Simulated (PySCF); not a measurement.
CaF₂, triplet, at the geometry of the source list (a higher spin typed on purpose: for a closed-shell molecule this is an excited state), atoms displaced at random by about 0.08 Å a coordinate; TPSS/STO-3G, gradient by finite differences (PySCF).

Here is a job for PySCF.
```python
from pyscf import gto, scf, dft

mol = gto.Mole()
mol.atom = '''
    Ca    0.657864   -0.018171   -0.170587
    F    -0.560407    1.219629   -0.932538
    F     0.070905   -1.125452    0.953952
'''
mol.basis = 'sto-3g'
mol.charge = 0
mol.spin = 2
mol.verbose = 4
mol.build()

mf = dft.UKS(mol)
mf.xc = 'tpss'
mf.conv_tol = 1e-11
mf.kernel()
scan, done = mf.as_scanner(), []
scan.scf_summary = {}
def energy(d):
    c = mol.atom_coords()
    c[0, 1] += d
    e = scan(mol.set_geom_(c, unit='Bohr', inplace=False))
    done.append(scan.converged)
    return e
h = 0.2
fd = (energy(h) - energy(-h)) / (2 * h)
print('dE/dx =', fd)
```

### Question
Write the output that PySCF gives for this input, abridged.

### Answer

```
PySCF version 2.14.0

[INPUT] verbose = 4
[INPUT] num. atoms = 3
[INPUT] num. electrons = 38
[INPUT] charge = 0
[INPUT] spin (= nelec alpha-beta = 2S) = 2
[INPUT] symmetry False subgroup None
[INPUT] Mole.unit = angstrom
[INPUT] Symbol           X                Y                Z      unit          X                Y                Z       unit  Magmom
[...]
nuclear repulsion = 120.731830404278
number of shells = 13
number of NR pGTOs = 69
number of NR cGTOs = 23
basis = sto-3g
ecp = {}

******** <class 'pyscf.dft.uks.UKS'> ********
method = UKS
initial guess = minao
damping factor = 0
level_shift factor = 0
DIIS = <class 'pyscf.scf.diis.CDIIS'>
diis_start_cycle = 1
diis_space = 8
diis_damp = 0
SCF conv_tol = 1e-11
SCF conv_tol_grad = None
SCF max_cycles = 50
direct_scf = True
direct_scf_tol = 1e-13
number electrons alpha = 20  beta = 18
XC library pyscf.dft.libxc version 7.1.2
    S. Lehtola, C. Steigemann, M. J. T. Oliveira, and M. A. L. Marques,  SoftwareX 7, 1–5 (2018)
XC functionals = tpss
    J. Tao, J. P. Perdew, V. N. Staroverov, and G. E. Scuseria,  Phys. Rev. Lett. 91, 146401 (2003)
    J. P. Perdew, J. Tao, V. N. Staroverov, and G. E. Scuseria,  J. Chem. Phys. 120, 6898 (2004)
    J. Tao, J. P. Perdew, V. N. Staroverov, and G. E. Scuseria,  Phys. Rev. Lett. 91, 146401 (2003)
    J. P. Perdew, J. Tao, V. N. Staroverov, and G. E. Scuseria,  J. Chem. Phys. 120, 6898 (2004)
radial grids:
    Treutler-Ahlrichs [JCP 102, 346 (1995); DOI:10.1063/1.469408] (M4) radial grids

becke partition: Becke, JCP 88, 2547 (1988); DOI:10.1063/1.454033
pruning grids: <function nwchem_prune>
grids dens level: 3
symmetrized grids: False
atomic radii adjust function: <function treutler_atomic_radii_adjust>
small_rho_cutoff = 0
Set gradient conv threshold to 3.16228e-06
tot grids = 48952
init E= -867.195607612264

cycle= 1 E= -867.13449615871  delta_E= 0.0611  |g|= 0.279  |ddm|= 1.94

cycle= 2 E= -862.021218558789  delta_E= 5.11  |g|= 2.41  |ddm|= 3.44

cycle= 3 E= -866.676084108832  delta_E= -4.65  |g|= 0.862  |ddm|= 2.45
cycle= 4 E= -866.96249874391  delta_E= -0.286  |g|= 0.58  |ddm|= 0.449

cycle= 5 E= -867.222394554939  delta_E= -0.26  |g|= 0.213  |ddm|= 0.684

cycle= 6 E= -867.236197902557  delta_E= -0.0138  |g|= 0.189  |ddm|= 0.702

cycle= 7 E= -867.211785355559  delta_E= 0.0244  |g|= 0.229  |ddm|= 0.78

cycle= 8 E= -867.263446193276  delta_E= -0.0517  |g|= 0.0863  |ddm|= 0.323

cycle= 9 E= -867.263947595581  delta_E= -0.000501  |g|= 0.0841  |ddm|= 0.0258

[...]
converged SCF energy = -867.270494751372  <S^2> = 2.0011498  2S+1 = 3.0007664
converged SCF energy = -867.286502828835  <S^2> = 2.0014367  2S+1 = 3.0009576
[...]
    J. P. Perdew, J. Tao, V. N. Staroverov, and G. E. Scuseria,  J. Chem. Phys. 120, 6898 (2004)
    J. Tao, J. P. Perdew, V. N. Staroverov, and G. E. Scuseria,  Phys. Rev. Lett. 91, 146401 (2003)
    J. P. Perdew, J. Tao, V. N. Staroverov, and G. E. Scuseria,  J. Chem. Phys. 120, 6898 (2004)
radial grids:
    Treutler-Ahlrichs [JCP 102, 346 (1995); DOI:10.1063/1.469408] (M4) radial grids

becke partition: Becke, JCP 88, 2547 (1988); DOI:10.1063/1.454033
pruning grids: <function nwchem_prune>
grids dens level: 3
symmetrized grids: False
atomic radii adjust function: <function treutler_atomic_radii_adjust>
small_rho_cutoff = 0
Set gradient conv threshold to 3.16228e-06
tot grids = 48952
init E= -867.263266240202

cycle= 1 E= -867.133402186646  delta_E= 0.13  |g|= 0.295  |ddm|= 0.858

cycle= 2 E= -863.600798766102  delta_E= 3.53  |g|= 2.13  |ddm|= 2.97

cycle= 3 E= -866.825936151733  delta_E= -3.23  |g|= 0.554  |ddm|= 2.32

cycle= 4 E= -867.221031948772  delta_E= -0.395  |g|= 0.145  |ddm|= 1.09

cycle= 5 E= -867.177781477999  delta_E= 0.0433  |g|= 0.236  |ddm|= 0.35

cycle= 6 E= -867.210379593997  delta_E= -0.0326  |g|= 0.177  |ddm|= 0.167

cycle= 7 E= -867.159673625651  delta_E= 0.0507  |g|= 0.268  |ddm|= 0.238

cycle= 8 E= -867.222409785124  delta_E= -0.0627  |g|= 0.144  |ddm|= 0.313

cycle= 9 E= -867.220923968002  delta_E= 0.00149  |g|= 0.149  |ddm|= 0.0106

cycle= 10 E= -867.241019392897  delta_E= -0.0201  |g|= 0.0406  |ddm|= 0.365

cycle= 11 E= -867.242335826696  delta_E= -0.00132  |g|= 0.0143  |ddm|= 0.0516

cycle= 12 E= -867.242518605768  delta_E= -0.000183  |g|= 0.00392  |ddm|= 0.0384

cycle= 13 E= -867.242532877779  delta_E= -1.43e-05  |g|= 0.00109  |ddm|= 0.0128

cycle= 14 E= -867.242533958709  delta_E= -1.08e-06  |g|= 0.000542  |ddm|= 0.00595

cycle= 15 E= -867.242534151932  delta_E= -1.93e-07  |g|= 0.000301  |ddm|= 0.000941

cycle= 16 E= -867.242534251697  delta_E= -9.98e-08  |g|= 2.04e-05  |ddm|= 0.0012

cycle= 17 E= -867.242534262231  delta_E= -1.05e-08  |g|= 5.84e-06  |ddm|= 0.00146

cycle= 18 E= -867.24253426226  delta_E= -2.94e-11  |g|= 2.25e-06  |ddm|= 1.55e-05

cycle= 19 E= -867.242534262264  delta_E= -3.3e-12  |g|= 8.58e-07  |ddm|= 4.9e-06

Extra cycle  E= -867.242534261937  delta_E= 3.27e-10  |g|= 1.91e-05  |ddm|= 3.58e-05
SCF not converged.
SCF energy = -867.242534261937 after 50 cycles  <S^2> = 2.0010823  2S+1 = 3.0007215
dE/dx = -0.10992141724557314
```

Convergence was not reached.
